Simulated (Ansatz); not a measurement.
Molecule: LaCl (charge 0, singlet). SMILES: [Cl][La]
Geometry: optimised at B3LYP-D3(BJ)/def2-TZVP (Ansatz, a first-principles code).

Computed values are from Ansatz. Valence correlation only, unless marked. UHF or UKS for open shells. Spin-orbit coupling is left out. The frozen core is the preceding noble-gas configuration, with the filled d and f shells of earlier blocks. Past Kr the def2 sets carry scalar-relativistic core potentials. Basis-set limits of correlation are two-point, X^-3; Hartree-Fock from the larger set.

The Hartree-Fock reference is unstable (checked in the largest basis), which strains HF and MP2. 

Q: What is the dipole moment at CCSD(T)/def2-SVPD?

A: 3.32 D.

Q: What is the total energy at CCSD(T)/CBS(def2-TZVPPD,def2-QZVPPD)?

A: -491.0191 Eh.

Q: What is the T1 diagnostic at CCSD/def2-QZVPPD?

A: 0.016.

Q: What is the vertical ionisation energy (to the doublet) at CCSD(T)/CBS(def2-TZVPPD,def2-QZVPPD)?

A: 5.56 eV.
